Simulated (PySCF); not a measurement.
This PySCF input asks for the NMR shieldings of SMILES [SiH3]P(F)[SiH3], FH$_{6}$PSi$_{2}$; the geometry comes from GFN2-xTB.

```python
import basis_set_exchange as bse
import numpy as np
from pyscf import gto, dft
from pyscf.prop import nmr

atoms = """
F     0.368803    1.070601   -1.836525
P    -0.058449   -0.401330   -1.200380
Si   -1.732352    0.349339    0.105030
Si    1.661188   -0.564411    0.242842
H    -1.314416    1.371248    1.068670
H    -2.227036   -0.834447    0.804566
H    -2.750808    0.898934   -0.788777
H     2.880761   -0.613610   -0.562552
H     1.748207    0.549318    1.191495
H     1.432984   -1.820987    0.953104
"""
names = dict.fromkeys(["F", "P", "Si", "H"], "pcSseg-1")
basis = {el: gto.basis.parse(bse.get_basis(n, elements=[el], fmt="nwchem")) for el, n in names.items()}
mol = gto.M(atom=atoms, basis=basis, charge=0, verbose=0)
mf = dft.RKS(mol, xc="PBE0")
mf.grids.level = 2
mf.grids.alignment = dft.numint.BLKSIZE   # the property module wants whole blocks of grid points
mf.conv_tol = 1e-9
mf.kernel()

calc = nmr.RKS(mf)   # GIAO
C = mf.mo_coeff
Co = C[:, mf.mo_occ > 0]
resp = mf.gen_response(singlet=True, hermi=2)
def vind(x):   # induced exchange potential for any number of trial vectors
    d = np.einsum("pi,xij,qj->xpq", C, 2 * x.reshape(-1, C.shape[1], Co.shape[1]), Co, optimize=True)
    return np.einsum("xpq,pi,qj->xij", resp(d - d.transpose(0, 2, 1)), C, Co, optimize=True).ravel()
mo1, _ = nmr.rhf.solve_mo1(calc, with_cphf=vind)
sigma = calc.kernel(mo1)
for i, s in enumerate(sigma):   # ppm
    w = np.linalg.eigvalsh((s + s.T) / 2)
    print("%2d %-2s iso %8.1f  s11 %8.1f  s22 %8.1f  s33 %8.1f" % (i, mol.atom_pure_symbol(i), w.mean(), *w))
```

Problem. What are the results?

Solution. 
```
 0 F  iso    579.2  s11    450.3  s22    560.2  s33    727.1
 1 P  iso    153.3  s11   -266.2  s22     35.0  s33    691.1
 2 Si iso    424.1  s11    377.5  s22    429.5  s33    465.4
 3 Si iso    423.9  s11    376.1  s22    429.9  s33    465.6
 4 H  iso     27.2  s11     23.6  s22     25.9  s33     32.2
 5 H  iso     27.7  s11     25.0  s22     25.2  s33     32.8
 6 H  iso     27.1  s11     23.8  s22     25.3  s33     32.1
 7 H  iso     27.1  s11     23.8  s22     25.4  s33     32.1
 8 H  iso     27.2  s11     23.6  s22     25.9  s33     32.2
 9 H  iso     27.7  s11     25.0  s22     25.2  s33     32.8
```

These numbers come from an equivalent density-fitted implementation of the same equations, which agrees with the script to about 0.01 ppm for H and up to a few tenths of a ppm for heavy atoms, so last digits may differ.

Problem. Turn these shieldings into chemical shifts. Chemical shifts δ = σref − σ; 19F (σref 170.95) against CFCl3; H3PO4 for 31P (σref 318.38); 29Si (σref 349.16), 1H (σref 31.72) against TMS, all at this level.

Solution. Averaging equivalent atoms: F 0: -408.2; P 1: 165.1; Si 2/3: -74.8; H 4/5/6/7/8/9: 4.39 ppm. Unscaled 19F shifts against computed CFCl3 carry errors that often reach 10 to 50 ppm. Experimental scales use liquid or dissolved standards, which lie at an offset from isolated H3PO4.

Size and cost of the density-fitted run: 119 basis functions, 13 s wall time on 1 thread of an Arm Neoverse V1, shared host; peak memory 0.56 GiB.
